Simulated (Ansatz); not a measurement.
Start from `[OH][Zr]([OH])([Br])[Br]` and change one atom or group to get `[OH][Zr]([OH])([Cl])[Br]`.

Ansatz, PBE0-D4/def2-TZVP geometries, multiplicity 1. Each molecule was computed in one conformer, which needn't be the lowest.

Elements past krypton have def2 core potentials. Scalar relativity is left out up to krypton. Spin–orbit coupling is left out; it splits and shifts lone-pair levels of the heavy atoms by tenths of an eV.

```tsv
property	`[OH][Zr]([OH])([Br])[Br]`
zero-point energy (PBE0-D4/def2-TZVP) / kJ/mol	69.5
HOMO–LUMO gap (PBE/def2-TZVPP) / eV	4.72
HOMO energy (ωB97M-V/def2-TZVPP) / eV	-10.41
HOMO–LUMO gap (B3LYP/def2-TZVPP) / eV	6.27
HOMO energy (PBE0/def2-TZVPP) / eV	-8.26
HOMO energy (PBE/def2-TZVPP) / eV	-7.00
```

**Question.** Give the same properties after the change, and the shifts. (Estimate.)

**Answer.** Computed: 
```tsv
property	`[OH][Zr]([OH])([Cl])[Br]`	shift
zero-point energy (PBE0-D4/def2-TZVP) / kJ/mol	70.4	0.9
HOMO–LUMO gap (PBE/def2-TZVPP) / eV	4.97	0.25
HOMO energy (ωB97M-V/def2-TZVPP) / eV	-10.60	-0.19
HOMO–LUMO gap (B3LYP/def2-TZVPP) / eV	6.57	0.30
HOMO energy (PBE0/def2-TZVPP) / eV	-8.42	-0.16
HOMO energy (PBE/def2-TZVPP) / eV	-7.13	-0.13
```

With PBE0 the HOMO falls by 0.16 eV and the LUMO rises by 0.14 eV, so the gap widens by about 0.30 eV. PBE moves the HOMO by -0.13 eV and ωB97M-V by -0.19 eV.

Positive LUMOs are unbound, so they and the gaps depend on the basis.

B3LYP here is the variant with VWN-RPA as its local correlation; programs differ in this.
